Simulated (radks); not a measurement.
Radial electron density D(r) = 4 pi r^2 rho(r) of an atom or ion with 65 electrons. Calculated with a radial shooting solver on a logarithmic mesh with Libxc functionals: scalar-relativistic Kohn-Sham, SOGGA, spin-polarised, spherical densities, point nucleus.

| r (bohr) | D(r) (e/bohr) | spin D(r) |
|---|---|---|
| 0.003727 | 31.22 | 0.0000746 |
| 0.004373 | 38.03 | 0.000138 |
| 0.005132 | 45.65 | 0.000247 |
| 0.005975 | 53.46 | 0.000421 |
| 0.007011 | 61.93 | 0.000726 |
| 0.008228 | 70.15 | 0.00123 |
| 0.009656 | 77.45 | 0.00205 |
| 0.01124 | 82.84 | 0.00326 |
| 0.01319 | 86.23 | 0.00522 |
| 0.01548 | 86.88 | 0.00816 |
| 0.01817 | 84.95 | 0.0124 |
| 0.02115 | 81.58 | 0.0178 |
| 0.02482 | 78.07 | 0.0251 |
| 0.02912 | 76.82 | 0.0336 |
| 0.03418 | 79.85 | 0.0421 |
| 0.03979 | 87.37 | 0.0481 |
| 0.04669 | 98.71 | 0.0494 |
| 0.05479 | 109.7 | 0.0427 |
| 0.06379 | 115.4 | 0.0286 |
| 0.07485 | 113.2 | 0.0104 |
| 0.08784 | 103.3 | 0.00160 |
| 0.1031 | 91.97 | 0.0228 |
| 0.12 | 86.87 | 0.0921 |
| 0.1408 | 90.90 | 0.235 |
| 0.1653 | 99.58 | 0.466 |
| 0.1939 | 101.8 | 0.812 |
| 0.2258 | 90.96 | 1.30 |
| 0.2649 | 69.35 | 2.07 |
| 0.3109 | 50.16 | 3.13 |
| 0.362 | 43.79 | 4.31 |
| 0.4248 | 47.96 | 5.43 |
| 0.4985 | 52.42 | 6.04 |
| 0.585 | 48.66 | 5.99 |
| 0.681 | 38.29 | 5.48 |
| 0.7991 | 26.40 | 4.78 |
| 0.9378 | 18.08 | 4.09 |
| 1.101 | 13.51 | 3.43 |
| 1.281 | 10.68 | 2.72 |
| 1.503 | 7.831 | 1.91 |
| 1.764 | 5.049 | 1.15 |
| 2.07 | 2.906 | 0.598 |
| 2.41 | 1.737 | 0.316 |
| 2.829 | 1.225 | 0.220 |
| 3.319 | 1.049 | 0.232 |
| 3.864 | 0.9069 | 0.260 |
| 4.535 | 0.6866 | 0.254 |
| 5.322 | 0.4332 | 0.200 |
| 6.245 | 0.2248 | 0.126 |
| 7.27 | 0.1020 | 0.0671 |
| 8.532 | 0.03783 | 0.0291 |
| 10.01 | 0.01173 | 0.0101 |
| 11.75 | 0.002884 | 0.00268 |
| 13.68 | 0.0005882 | 0.000568 |

What is the nuclear charge?

Answer. Z = 65. The innermost maximum, from 1s, lies near gamma/Z bohr with gamma = sqrt(1 - (Z/c)^2) = 0.880, here 0.0135 bohr (found: 0.0149), and its height grows with Z. The density is that of neutral terbium in [Kr] 4d10 4f9 5s2 5p5 6s2 6p1; the configuration itself is not fixed sharply by these data, and Z only to a few units. D(r) has 4 maxima, at r = 0.0149, 0.0664, 0.185, 0.507 bohr, and minima at 0.0284, 0.121, 0.362 bohr, inside which lie 1.93, 11.11, 29.39 electrons.
